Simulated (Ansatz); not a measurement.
Ansatz (a program for electronic structure) input (HF/3-21G): The .json file is the Basis Set Exchange's 3-21G.

Ansatz 0.2 input:
```yaml
crystal:
  periodic: [false, false, false]
  atoms:
    - {symbol: Zn, position_ang: [-0.12430588, 0.69023489, 0.87387319]}
    - {symbol: I, position_ang: [-0.16082149, 1.64701589, -1.73040864]}
    - {symbol: I, position_ang: [0.23118332, -2.03771488, 1.23576344]}
basis:
  gaussian:
    orbitals: 3-21G.json
hamiltonian:
  xc: {name: HF}
total_charge: -1
magnetization: {spin_polarized: true, initial_magnetization: 1}
phonons: {temperatures: {t_min: 298.15, t_max: 298.15, t_step: 100}}
```

Task: Which harmonic wavenumbers does it give?

Result: 53, 155, 185 cm⁻¹ (unscaled; negative means imaginary).
